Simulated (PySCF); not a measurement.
A side-by-side comparison of computed properties.

First species: C₅H₁₅AlO₂.
Bonds: C1–C2, C2–C3, C2–O4, O4–C5, C5–O6, O6–C7, O6–Al8. Hydrogens: H9, H10, H11 on C1; H12 on C2; H13, H14, H15 on C3; H16, H17 on C5; H18, H19, H20 on C7; H21, H22, H23 on Al8.

Second species: Cyanophosphaethyne, C₂NP.
Structure used (PBE0-D3(BJ)/def2-SVP), in Å, numbered top down from 1:
```
atom  x, y, z in Å
N1    -1.9340    0.0942    0.0881
C2    -0.7711    0.0338    0.0306
C3     0.5992   -0.0371   -0.0377
P4     2.1438   -0.1162   -0.1140
```

Levels: CAM-B3LYP/def2-SVPD for dipole moment, HOMO energy, LUMO energy, HOMO–LUMO gap, static isotropic polarisability and electronic spatial extent ⟨r²⟩ about the centre of nuclear charge; TDDFT CAM-B3LYP/def2-SVPD for lowest singlet excitation; TDA CAM-B3LYP/def2-SVPD for lowest triplet excitation (Tamm–Dancoff); ΔSCF CAM-B3LYP/def2-SVPD for vertical ionisation energy; PBE0-D3(BJ)/def2-SVP for smallest rotational constant. Geometries: PBE0-D3(BJ)/def2-SVP. Each structure is a single optimised conformer of the isolated species, non-relativistic unless stated; the electronic structure was computed with PySCF and density fitting.

Dipoles, sizes and rotational constants follow the conformer. The torsions of the flexible species, by atom-mapped SMILES:
- `[CH3:1][CH:2]([CH3:3])[O:4][CH2:5][O+:6]([CH3:7])[AlH3-:8]`: C1–C2–O4–C5 -81°, C2–O4–C5–O6 -77°, O4–C5–O6–C7 -63°

| property | column X | column Y |
| --- | --- | --- |
| dipole moment | 4.01 D | 3.77 D |
| HOMO energy | -8.72 eV | -9.83 eV |
| LUMO energy | 0.88 eV | -1.85 eV |
| HOMO–LUMO gap | 9.60 eV | 7.98 eV |
| lowest singlet excitation | 6.61 eV | 3.63 eV |
| lowest triplet excitation (Tamm–Dancoff) | 6.15 eV | 2.79 eV |
| static isotropic polarisability | 103.4 au | 53.6 au |
| vertical ionisation energy | 9.66 eV | 10.92 eV |
| electronic spatial extent ⟨r²⟩ about the centre of nuclear charge | 1525 bohr² | 398 bohr² |
| smallest rotational constant | 0.881 GHz | 2.703 GHz |

(1) Which column belongs to which species?

(2) How does each property change from the first species to the second?

Answers

(1) Column X is the first species and column Y the second. The first has 23 atoms and 74 electrons, the second 4 and 34.

(2) dipole moment -0.24 D; HOMO energy -1.11 eV; LUMO energy -2.73 eV; HOMO–LUMO gap -1.62 eV; lowest singlet excitation -2.98 eV; lowest triplet excitation (Tamm–Dancoff) -3.36 eV; static isotropic polarisability -49.8 au; vertical ionisation energy +1.26 eV; electronic spatial extent ⟨r²⟩ about the centre of nuclear charge -1127 bohr²; smallest rotational constant +1.822 GHz.

On the first: The dipole equals about 13.4 × 10⁻³⁰ C·m (1 D = 3.33564 × 10⁻³⁰ C·m). The polarisability is 15.32 Å³ as a volume (1 au = 0.148185 Å³), or 1.40 au for each of the 74 electrons.

On the second: Point group C∞v permits a dipole; with 3.77 D the species has a pure rotational spectrum. The principal polarisabilities are 34.0, 34.0 and 92.8 au; their mean is the isotropic value.
